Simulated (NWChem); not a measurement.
Molecule: C₂H₄FNOSi; SMILES O=C/N=C/[SiH2]F

Results from NWChem. The geometry was optimised at PBE-D3(BJ)/def2-SVP. Level: M06-2X/def2-SVP with SMD, gas-phase geometry; reactions with the solvents are ignored. One conformer.

```
SMD term (kcal/mol)                  water  dichloromethane
----------------------------------  ------  ---------------
distortion of the solute's density    3.00             1.44
polarisation                        -12.73            -8.50
cavity, dispersion and structure      5.14             0.95
```

Problem. Sum the solvation free energies, find the transfer free energy from water to dichloromethane and the partition coefficient at 298.15 K.

Solution. 
1. ΔG(solv, water) = -4.59 kcal/mol and ΔG(solv, dichloromethane) = -6.11 kcal/mol (1 M gas to 1 M solution).
2. Transfer: -6.11 − (-4.59) = -1.52 kcal/mol.
3. log₁₀ K(dichloromethane/water) = −ΔG/(RT ln 10) = 1.52/1.364 = 1.1, so the model puts more of the solute in dichloromethane.
4. Of the transfer energy, 2.67 kcal/mol is electrostatic and -4.19 comes from the non-electrostatic term. The two phases are taken as the pure solvents.
